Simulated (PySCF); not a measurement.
## Sn²⁷⁺: ionisation energy

Sn²⁷⁺ [Ar] 3d5 (6S) → Sn²⁸⁺ [Ar] 3d4 (5D), as a difference of total energies. Calculation: PySCF 2.14, in an even-tempered Gaussian basis (17 s from 3.4 bohr⁻², ratio 2.5; 11 p from 4.4 bohr⁻², ratio 2.5; 8 d from 4.4 bohr⁻², ratio 2.5; 4 f from 18 bohr⁻², ratio 2.7; 3 g from 27 bohr⁻², ratio 2.7); no relativity, point nucleus. Correlated levels: outer shells: [Ne] frozen; virtual orbitals above 40 to 60 times the deepest correlated orbital energy dropped. The calculations carry no spin-orbit coupling.

| method | ionisation energy (eV) |
| --- | --- |
| UHF | 1521.7 |
| LDA | 1520.3 |
| PBE | 1519.8 |
| PBE0 | 1520.7 |
| r2SCAN | 1521.1 |
| revPBE | 1519.8 |
| M06-2X | 1522.8 |
| MP2 (outer shells) | 1522.1 |
| SCS-MP2 (outer shells) | 1521.6 |

A first-order spin-orbit estimate (lowest level to lowest level, LS coupling) adds -6.143 eV.

All relativistic terms are absent from these numbers, so their closeness to the reference says little about the methods.

For comparison: 1508 ± 4 eV (theoretical estimate listed by NIST; NIST Atomic Spectra Database, ionization energies).
